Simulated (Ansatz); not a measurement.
A short molecular-dynamics run on CH6AlNOS, SMILES `C[NH][Al]([OH])[SH]`.

```yaml
crystal:
  periodic: [false, false, false]
  atoms:
    - {symbol: C, position_ang: [-0.403145, -0.457253, 1.818785]}
    - {symbol: N, position_ang: [0.582786, -0.198300, 0.792183]}
    - {symbol: Al, position_ang: [0.306354, 0.217620, -0.892618]}
    - {symbol: O, position_ang: [1.653702, 0.469434, -1.884976]}
    - {symbol: S, position_ang: [-1.763336, 0.381053, -1.585907]}
    - {symbol: H, position_ang: [-0.333787, 0.251252, 2.652724]}
    - {symbol: H, position_ang: [-1.410855, -0.364184, 1.405588]}
    - {symbol: H, position_ang: [-0.320079, -1.469753, 2.231191]}
    - {symbol: H, position_ang: [1.527693, -0.278304, 1.135162]}
    - {symbol: H, position_ang: [1.625826, 0.700586, -2.809874]}
    - {symbol: H, position_ang: [-1.399759, 0.690749, -2.841656]}
basis:
  gaussian: {orbitals: "6-31G*"}
hamiltonian: {xc: {name: revPBE}}
md: {timestep: 1 fs, n_steps: 20, ensemble: nve, temperature: 700, initial_velocities: maxwell_boltzmann, seed: 984}
```

```sh
$ ansatz run in.yaml --threads 4 --pin off --events-out ev --progress --plain --max-ram 10444MiB
```

```json
{"step": "0", "time (fs)": "0.0", "potential energy (eV)": "-22101.2300", "kinetic (eV)": "0.8143", "T (K)": "700", "conserved (eV)": "-22100.4156"}
{"step": "1", "time (fs)": "1.0", "potential energy (eV)": "-22101.1531", "kinetic (eV)": "0.7489", "T (K)": "644", "conserved (eV)": "-22100.4041"}
{"step": "2", "time (fs)": "2.0", "potential energy (eV)": "-22100.9477", "kinetic (eV)": "0.5582", "T (K)": "480", "conserved (eV)": "-22100.3894"}
{"step": "3", "time (fs)": "3.0", "potential energy (eV)": "-22100.8329", "kinetic (eV)": "0.4473", "T (K)": "384", "conserved (eV)": "-22100.3857"}
{"step": "4", "time (fs)": "4.0", "potential energy (eV)": "-22100.8711", "kinetic (eV)": "0.4782", "T (K)": "411", "conserved (eV)": "-22100.3929"}
{"step": "5", "time (fs)": "5.0", "potential energy (eV)": "-22100.9489", "kinetic (eV)": "0.5421", "T (K)": "466", "conserved (eV)": "-22100.4069"}
{"step": "6", "time (fs)": "6.0", "potential energy (eV)": "-22100.8727", "kinetic (eV)": "0.4665", "T (K)": "401", "conserved (eV)": "-22100.4062"}
{"step": "7", "time (fs)": "7.0", "potential energy (eV)": "-22100.6998", "kinetic (eV)": "0.3216", "T (K)": "276", "conserved (eV)": "-22100.3782"}
{"step": "8", "time (fs)": "8.0", "potential energy (eV)": "-22100.7868", "kinetic (eV)": "0.3964", "T (K)": "341", "conserved (eV)": "-22100.3905"}
{"step": "9", "time (fs)": "9.0", "potential energy (eV)": "-22100.9912", "kinetic (eV)": "0.5810", "T (K)": "499", "conserved (eV)": "-22100.4102"}
{"step": "10", "time (fs)": "10.0", "potential energy (eV)": "-22101.0172", "kinetic (eV)": "0.6136", "T (K)": "527", "conserved (eV)": "-22100.4036"}
{"step": "11", "time (fs)": "11.0", "potential energy (eV)": "-22100.9249", "kinetic (eV)": "0.5323", "T (K)": "458", "conserved (eV)": "-22100.3926"}
{"step": "12", "time (fs)": "12.0", "potential energy (eV)": "-22100.8776", "kinetic (eV)": "0.4898", "T (K)": "421", "conserved (eV)": "-22100.3878"}
{"step": "13", "time (fs)": "13.0", "potential energy (eV)": "-22100.9494", "kinetic (eV)": "0.5568", "T (K)": "479", "conserved (eV)": "-22100.3926"}
{"step": "14", "time (fs)": "14.0", "potential energy (eV)": "-22101.0619", "kinetic (eV)": "0.6557", "T (K)": "564", "conserved (eV)": "-22100.4062"}
{"step": "15", "time (fs)": "15.0", "potential energy (eV)": "-22101.0253", "kinetic (eV)": "0.6165", "T (K)": "530", "conserved (eV)": "-22100.4088"}
{"step": "16", "time (fs)": "16.0", "potential energy (eV)": "-22100.8426", "kinetic (eV)": "0.4569", "T (K)": "393", "conserved (eV)": "-22100.3858"}
{"step": "17", "time (fs)": "17.0", "potential energy (eV)": "-22100.8154", "kinetic (eV)": "0.4258", "T (K)": "366", "conserved (eV)": "-22100.3896"}
{"step": "18", "time (fs)": "18.0", "potential energy (eV)": "-22100.9115", "kinetic (eV)": "0.5071", "T (K)": "436", "conserved (eV)": "-22100.4045"}
{"step": "19", "time (fs)": "19.0", "potential energy (eV)": "-22100.9106", "kinetic (eV)": "0.5087", "T (K)": "437", "conserved (eV)": "-22100.4019"}
{"step": "20", "time (fs)": "20.0", "potential energy (eV)": "-22100.8230", "kinetic (eV)": "0.4308", "T (K)": "370", "conserved (eV)": "-22100.3923"}
```

Velocities are drawn at the set temperature; a run this short doesn't reach equilibrium.

Frames (Å, forces in eV/Å):

```xyz
11
time=0.0 fs
C    -0.403   -0.457    1.819   -0.123   -0.033    0.128
N     0.583   -0.198    0.792   -0.011   -0.035    0.139
Al    0.306    0.218   -0.893   -0.479    0.012   -0.052
O     1.654    0.469   -1.885    0.912   -0.057    0.235
S    -1.763    0.381   -1.586   -0.574   -0.055    0.216
H    -0.334    0.251    2.653    0.018    0.264    0.341
H    -1.411   -0.364    1.406   -0.340    0.028   -0.125
H    -0.320   -1.470    2.231    0.023   -0.392    0.180
H     1.528   -0.278    1.135    0.559   -0.043    0.189
H     1.626    0.701   -2.810   -0.043    0.204   -0.817
H    -1.400    0.691   -2.842    0.058    0.107   -0.434
11
time=1.0 fs
C    -0.407   -0.463    1.826   -0.243   -0.232   -1.045
N     0.578   -0.193    0.783    1.519   -0.411    1.567
Al    0.307    0.220   -0.884   -0.392    0.164   -0.716
O     1.653    0.463   -1.891    0.820    0.612   -2.180
S    -1.760    0.381   -1.586   -0.631   -0.041    0.194
H    -0.335    0.248    2.630   -0.025    0.645    0.866
H    -1.399   -0.365    1.360   -0.260   -0.039    0.234
H    -0.326   -1.477    2.230    0.030   -0.379    0.185
H     1.553   -0.266    1.162   -0.855    0.099   -0.497
H     1.621    0.743   -2.863   -0.045   -0.504    1.761
H    -1.420    0.688   -2.850    0.082    0.085   -0.368
11
time=2.0 fs
C    -0.410   -0.469    1.832   -0.381   -0.343   -1.908
N     0.574   -0.188    0.775    2.417   -0.704    2.764
Al    0.307    0.222   -0.875   -0.282    0.324   -1.396
O     1.653    0.458   -1.899    0.699    1.014   -3.225
S    -1.757    0.380   -1.585   -0.661   -0.002    0.068
H    -0.336    0.252    2.615   -0.085    0.800    1.115
H    -1.389   -0.367    1.317   -0.119   -0.109    0.620
H    -0.331   -1.489    2.231    0.028   -0.234    0.146
H     1.569   -0.252    1.184   -1.647    0.164   -0.963
H     1.616    0.781   -2.900   -0.052   -0.950    2.976
H    -1.439    0.686   -2.862    0.083    0.040   -0.198
11
time=3.0 fs
C    -0.414   -0.475    1.837   -0.438   -0.196   -2.262
N     0.572   -0.183    0.769    2.690   -0.915    3.619
Al    0.307    0.224   -0.867   -0.137    0.474   -2.043
O     1.653    0.453   -1.908    0.525    1.140   -3.254
S    -1.754    0.380   -1.585   -0.676    0.049   -0.115
H    -0.338    0.263    2.612   -0.170    0.589    0.965
H    -1.381   -0.369    1.280   -0.016   -0.170    0.958
H    -0.336   -1.502    2.233    0.025   -0.004    0.080
H     1.570   -0.237    1.196   -1.826    0.168   -1.158
H     1.610    0.810   -2.908   -0.052   -1.117    3.185
H    -1.458    0.684   -2.877    0.075   -0.017    0.026
11
time=4.0 fs
C    -0.419   -0.481    1.839   -0.373    0.184   -2.166
N     0.572   -0.180    0.765    2.380   -1.047    4.057
Al    0.307    0.227   -0.860    0.037    0.596   -2.607
O     1.654    0.449   -1.920    0.314    0.956   -2.419
S    -1.752    0.380   -1.584   -0.689    0.098   -0.298
H    -0.342    0.280    2.617   -0.263    0.094    0.521
H    -1.372   -0.373    1.252   -0.009   -0.210    1.186
H    -0.340   -1.516    2.236    0.027    0.238    0.012
H     1.554   -0.220    1.198   -1.439    0.132   -1.065
H     1.604    0.828   -2.885   -0.055   -0.969    2.533
H    -1.476    0.682   -2.890    0.071   -0.071    0.246
11
time=5.0 fs
C    -0.423   -0.487    1.840   -0.191    0.632   -1.824
N     0.573   -0.176    0.765    1.426   -1.108    3.998
Al    0.307    0.229   -0.854    0.223    0.675   -3.042
O     1.654    0.445   -1.932    0.129    0.286   -0.518
S    -1.749    0.379   -1.584   -0.706    0.135   -0.432
H    -0.348    0.297    2.627   -0.338   -0.462    0.016
H    -1.364   -0.379    1.235   -0.115   -0.224    1.264
H    -0.345   -1.527    2.239    0.038    0.426   -0.042
H     1.524   -0.202    1.189   -0.441    0.075   -0.642
H     1.597    0.836   -2.838   -0.102   -0.324    0.808
H    -1.493    0.679   -2.902    0.078   -0.111    0.412
11
time=6.0 fs
C    -0.428   -0.493    1.840    0.090    0.998   -1.402
N     0.576   -0.174    0.766   -0.152   -1.123    3.442
Al    0.308    0.232   -0.848    0.395    0.707   -3.319
O     1.655    0.441   -1.946    0.072   -1.022    2.444
S    -1.747    0.379   -1.584   -0.732    0.153   -0.486
H    -0.358    0.310    2.638   -0.372   -0.892   -0.379
H    -1.357   -0.388    1.230   -0.325   -0.210    1.179
H    -0.349   -1.534    2.241    0.059    0.518   -0.068
H     1.489   -0.183    1.174    1.124    0.028    0.094
H     1.589    0.842   -2.784   -0.259    0.972   -1.998
H    -1.510    0.675   -2.909    0.100   -0.130    0.493
11
time=7.0 fs
C    -0.433   -0.497    1.838    0.439    1.221   -0.990
N     0.578   -0.172    0.771   -1.735   -1.131    2.705
Al    0.308    0.236   -0.844    0.523    0.700   -3.438
O     1.656    0.437   -1.957    0.120   -2.222    4.641
S    -1.745    0.379   -1.584   -0.770    0.150   -0.445
H    -0.371    0.315    2.645   -0.362   -1.110   -0.590
H    -1.353   -0.398    1.237   -0.601   -0.171    0.945
H    -0.352   -1.537    2.243    0.091    0.494   -0.061
H     1.466   -0.164    1.160    2.619    0.027    0.834
H     1.579    0.857   -2.748   -0.458    2.169   -4.076
H    -1.525    0.670   -2.912    0.135   -0.127    0.475
11
time=8.0 fs
C    -0.437   -0.501    1.836    0.773    1.286   -0.656
N     0.579   -0.171    0.777   -2.083   -1.109    2.365
Al    0.308    0.239   -0.841    0.594    0.667   -3.412
O     1.657    0.432   -1.966    0.002   -1.757    3.525
S    -1.743    0.379   -1.584   -0.823    0.126   -0.309
H    -0.388    0.309    2.646   -0.312   -1.096   -0.601
H    -1.355   -0.410    1.253   -0.866   -0.122    0.623
H    -0.355   -1.534    2.245    0.129    0.362   -0.024
H     1.467   -0.144    1.154    2.808    0.045    1.014
H     1.564    0.892   -2.752   -0.402    1.701   -2.885
H    -1.539    0.664   -2.910    0.180   -0.104    0.360
11
time=9.0 fs
C    -0.441   -0.504    1.833    0.963    1.181   -0.480
N     0.579   -0.171    0.785   -0.917   -0.973    2.508
Al    0.309    0.243   -0.840    0.629    0.618   -3.261
O     1.658    0.425   -1.973   -0.286   -0.164    0.801
S    -1.741    0.379   -1.584   -0.882    0.088   -0.097
H    -0.407    0.293    2.641   -0.229   -0.852   -0.411
H    -1.365   -0.423    1.274   -0.997   -0.080    0.306
H    -0.356   -1.528    2.246    0.169    0.151    0.031
H     1.495   -0.125    1.158    1.433   -0.005    0.556
H     1.546    0.944   -2.783   -0.110    0.101   -0.119
H    -1.552    0.657   -2.905    0.228   -0.064    0.164
11
time=10.0 fs
C    -0.444   -0.506    1.830    0.894    0.889   -0.521
N     0.578   -0.172    0.794    0.626   -0.717    2.617
Al    0.310    0.247   -0.839    0.661    0.547   -2.997
O     1.658    0.419   -1.979   -0.532    1.120   -1.076
S    -1.740    0.378   -1.584   -0.936    0.042    0.153
H    -0.429    0.268    2.633   -0.128   -0.402   -0.033
H    -1.384   -0.437    1.299   -0.883   -0.059    0.080
H    -0.356   -1.521    2.247    0.205   -0.083    0.084
H     1.537   -0.105    1.167   -0.342   -0.131   -0.014
H     1.526    0.997   -2.816    0.159   -1.190    1.782
H    -1.562    0.649   -2.898    0.275   -0.017   -0.074
11
time=11.0 fs
C    -0.447   -0.507    1.826    0.559    0.430   -0.718
N     0.578   -0.173    0.806    1.675   -0.409    2.367
Al    0.311    0.251   -0.840    0.708    0.445   -2.640
O     1.659    0.413   -1.986   -0.689    1.784   -1.850
S    -1.739    0.378   -1.584   -0.974    0.003    0.384
H    -0.452    0.239    2.624   -0.027    0.167    0.461
H    -1.412   -0.451    1.324   -0.506   -0.053   -0.038
H    -0.354   -1.514    2.249    0.228   -0.273    0.110
H     1.576   -0.086    1.176   -1.614   -0.268   -0.347
H     1.508    1.039   -2.831    0.328   -1.852    2.569
H    -1.570    0.641   -2.892    0.312    0.025   -0.297
11
time=12.0 fs
C    -0.448   -0.508    1.822    0.071   -0.081   -0.846
N     0.578   -0.174    0.818    2.090   -0.104    1.774
Al    0.313    0.255   -0.841    0.768    0.314   -2.221
O     1.659    0.408   -1.994   -0.781    1.950   -1.861
S    -1.739    0.378   -1.585   -0.988   -0.018    0.532
H    -0.475    0.213    2.620    0.057    0.673    0.895
H    -1.445   -0.466    1.349    0.024   -0.050   -0.098
H    -0.350   -1.510    2.253    0.230   -0.361    0.091
H     1.599   -0.070    1.181   -2.215   -0.371   -0.411
H     1.493    1.063   -2.822    0.410   -2.002    2.586
H    -1.574    0.634   -2.889    0.333    0.050   -0.441
11
time=13.0 fs
C    -0.450   -0.508    1.817   -0.415   -0.454   -0.629
N     0.580   -0.176    0.833    1.938    0.159    0.944
Al    0.315    0.259   -0.844    0.834    0.156   -1.773
O     1.658    0.404   -2.004   -0.790    1.611   -1.221
S    -1.738    0.378   -1.584   -0.973   -0.013    0.550
H    -0.498    0.192    2.624    0.129    0.901    1.039
H    -1.478   -0.481    1.373    0.549   -0.037   -0.161
H    -0.343   -1.510    2.257    0.207   -0.327    0.026
H     1.601   -0.058    1.183   -2.201   -0.417   -0.260
H     1.482    1.067   -2.788    0.387   -1.628    1.943
H    -1.576    0.626   -2.890    0.334    0.050   -0.459
11
time=14.0 fs
C    -0.452   -0.510    1.812   -0.792   -0.582    0.036
N     0.584   -0.177    0.847    1.196    0.340   -0.053
Al    0.317    0.264   -0.847    0.894   -0.021   -1.322
O     1.657    0.401   -2.014   -0.620    0.532    0.208
S    -1.738    0.378   -1.584   -0.930    0.019    0.434
H    -0.519    0.180    2.638    0.207    0.771    0.783
H    -1.505   -0.497    1.396    0.944   -0.009   -0.259
H    -0.335   -1.512    2.261    0.162   -0.196   -0.067
H     1.582   -0.050    1.182   -1.552   -0.381    0.087
H     1.475    1.056   -2.735    0.176   -0.498    0.496
H    -1.574    0.620   -2.895    0.315    0.025   -0.344
11
time=15.0 fs
C    -0.455   -0.511    1.806   -0.993   -0.529    0.976
N     0.588   -0.178    0.862   -0.216    0.392   -1.179
Al    0.319    0.268   -0.850    0.934   -0.201   -0.884
O     1.656    0.399   -2.023   -0.179   -1.398    2.337
S    -1.738    0.378   -1.584   -0.864    0.066    0.222
H    -0.539    0.176    2.660    0.294    0.413    0.257
H    -1.523   -0.513    1.416    1.142    0.028   -0.396
H    -0.324   -1.517    2.265    0.101   -0.021   -0.160
H     1.548   -0.045    1.182   -0.205   -0.231    0.634
H     1.470    1.041   -2.678   -0.294    1.497   -1.672
H    -1.570    0.613   -2.904    0.280   -0.015   -0.134
11
time=16.0 fs
C    -0.459   -0.513    1.802   -0.970   -0.427    1.911
N     0.592   -0.179    0.876   -2.026    0.326   -2.322
Al    0.322    0.273   -0.854    0.941   -0.363   -0.472
O     1.655    0.396   -2.032    0.248   -2.976    3.778
S    -1.739    0.378   -1.583   -0.786    0.116   -0.022
H    -0.555    0.175    2.684    0.371    0.028   -0.304
H    -1.531   -0.529    1.432    1.114    0.068   -0.560
H    -0.313   -1.521    2.267    0.032    0.136   -0.225
H     1.512   -0.042    1.188    1.552    0.015    1.284
H     1.461    1.039   -2.637   -0.712    3.137   -3.177
H    -1.562    0.606   -2.914    0.236   -0.059    0.109
11
time=17.0 fs
C    -0.463   -0.516    1.799   -0.713   -0.346    2.648
N     0.595   -0.179    0.889   -3.107    0.302   -3.116
Al    0.325    0.277   -0.858    0.912   -0.485   -0.093
O     1.653    0.390   -2.038    0.061   -2.176    2.849
S    -1.739    0.378   -1.583   -0.710    0.157   -0.235
H    -0.568    0.175    2.705    0.414   -0.257   -0.730
H    -1.528   -0.543    1.443    0.856    0.101   -0.738
H    -0.302   -1.525    2.267   -0.037    0.227   -0.244
H     1.491   -0.040    1.207    2.599    0.193    1.665
H     1.446    1.068   -2.626   -0.465    2.379   -2.327
H    -1.552    0.599   -2.923    0.190   -0.096    0.323
11
time=18.0 fs
C    -0.468   -0.518    1.798   -0.268   -0.292    3.108
N     0.595   -0.180    0.899   -2.419    0.508   -3.174
Al    0.328    0.281   -0.862    0.856   -0.563    0.247
O     1.652    0.384   -2.042   -0.495    0.042    0.831
S    -1.740    0.378   -1.582   -0.638    0.183   -0.377
H    -0.577    0.173    2.719    0.409   -0.399   -0.960
H    -1.516   -0.557    1.447    0.407    0.117   -0.913
H    -0.291   -1.526    2.265   -0.099    0.226   -0.210
H     1.495   -0.035    1.241    1.910    0.117    1.375
H     1.427    1.119   -2.637    0.188    0.181   -0.392
H    -1.541    0.591   -2.929    0.149   -0.120    0.464
11
time=19.0 fs
C    -0.473   -0.521    1.799    0.252   -0.256    3.242
N     0.594   -0.180    0.907   -0.669    0.851   -2.653
Al    0.332    0.285   -0.866    0.787   -0.613    0.551
O     1.651    0.378   -2.046   -0.879    1.754   -0.590
S    -1.741    0.378   -1.582   -0.569    0.192   -0.423
H    -0.583    0.166    2.724    0.356   -0.398   -0.984
H    -1.501   -0.570    1.442   -0.111    0.114   -1.048
H    -0.281   -1.525    2.261   -0.148    0.132   -0.131
H     1.517   -0.029    1.289    0.192   -0.123    0.581
H     1.409    1.173   -2.652    0.674   -1.525    0.948
H    -1.528    0.582   -2.930    0.116   -0.127    0.509
11
time=20.0 fs
C    -0.478   -0.524    1.804    0.656   -0.256    2.978
N     0.593   -0.179    0.913    0.849    1.121   -2.007
Al    0.336    0.288   -0.869    0.712   -0.657    0.825
O     1.649    0.372   -2.050   -1.013    2.604   -1.238
S    -1.743    0.378   -1.582   -0.505    0.184   -0.369
H    -0.584    0.156    2.720    0.257   -0.253   -0.803
H    -1.487   -0.582    1.427   -0.496    0.099   -1.082
H    -0.272   -1.523    2.255   -0.182   -0.037   -0.025
H     1.541   -0.025    1.342   -1.275   -0.322   -0.247
H     1.397    1.211   -2.658    0.902   -2.367    1.516
H    -1.514    0.571   -2.927    0.096   -0.118    0.451
```

It took 110 s on 4 threads of a server CPU on a shared host, with 0.55 GiB of host memory at the peak.
